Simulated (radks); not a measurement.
Spin polarisation of the 5d4 shell in W+. Start: [Xe] 4f14 5d(up 2, down 2) 6s(up 0.5, down 0.5); electrons of 5d are moved from spin down to spin up, other shells keep equal spins. Calculated with a radial shooting solver on a logarithmic mesh with Libxc functionals: scalar-relativistic Kohn-Sham, r2SCAN, spin-polarised, spherical densities, finite nucleus; meta-GGA in the generalised Kohn-Sham scheme; Fermi nuclear charge, rms radius of each element as measured or else 0.836 A^(1/3) + 0.57 fm.

\begin{tabular}{lrrrrrr}
moment (Bohr magnetons) & E - E(0) (eV) & e(5d up) (eV) & e(5d down) (eV) & 6s down minus up (eV) & 4f down minus up (eV) & 5p down minus up (eV) \\ \hline
0 & 0.000 & -11.713 & -11.713 & 0.000 & 0.000 & 0.000 \\
1 & -0.206 & -12.099 & -11.273 & 0.495 & 0.107 & 0.675 \\
2 & -0.830 & -12.438 & -10.764 & 1.029 & 0.214 & 1.347 \\
3 & -1.887 & -12.729 & -10.162 & 1.577 & 0.321 & 2.016 \\
4 & -3.417 & -12.972 & -9.416 & 2.129 & 0.428 & 2.686 \\
\end{tabular}

At moment 4 the spin-polarisation energy is -3.417 eV and the 5d exchange splitting 3.556 eV, that is 0.889 eV per Bohr magneton; E = -I m^2/4 would give I = 0.854 eV.
